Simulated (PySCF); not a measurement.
**Structure from NMR data**

An unknown has the formula C5H9ClO2Si. Its calculated NMR data are:

¹H NMR (400 MHz, computed): δ 6.14 (m, 1H), 6.08 (m, 1H), 4.27 (t, 2H), 4.01 (s, 3H), 2.18 (m, 2H).

¹³C{¹H} NMR (computed): δ 186.3 (C), 133.5 (CH), 132.2 (CH), 50.0 (CH3), 15.2 (CH2).

[PySCF: geometry: GFN2-xTB; σ from GIAO-PBE0/pcSseg-1; one averaged value for each set of equivalent atoms; non-relativistic; one computed conformer; gas phase]

Scale: ¹H (31.72 ppm) and ¹³C (186.93 ppm) vs TMS (reference shieldings calculated alike).

Task: Deduce the structure.

Result: 
- The formula gives 2 degrees of unsaturation (no ring in the answer).
- 5 carbon signals for 5 carbons: no two carbons are equivalent.
- Carbon types of the structure: 1 × C, 2 × CH, 1 × CH2, 1 × CH3, leaving 2 H on heteroatoms.
- δC 186.3: carbonyl carbon.
- δC 133.5, 132.2: alkene CH; as expected for a trigonal carbon in a double bond.
- δC 50.0: methyl carbon bonded to O; the inductive effect lowers its shielding.
- δH 6.14, 6.08: hydrogen on an alkene CH; attached to an sp2 carbon and in the plane of the double bond.
- δH 4.27: hydrogen on a silicon bonded to 2 C.
- δH 4.01: hydrogen on a methyl carbon bonded to O; its carbon carries O, an electronegative neighbour.
- δH 2.18: hydrogen on an allylic sp3 CH2 bonded to Si; allylic position.

These data were computed for `COC(=O)[SiH2]C/C=C\Cl`.

The shifts were computed for this structure.

Carbons that carry Cl, above all several Cl atoms, come out too deshielded, partly because spin–orbit coupling is missing. Shifts are as computed. Against solution values, carbons near 30 ppm lie about +3 ppm off and those near 130 ppm about +5 ppm; carbons on Cl a further +6 ppm. Of 1211 compounds with measured shifts, 218 miss one by over three times the rms of a fit or turn the order of signals round; such compounds aren't used in these exercises. Multiplicities follow the n + 1 count of equivalent neighbours, as no J values were calculated; m marks all less simple cases, F and P coupling included.
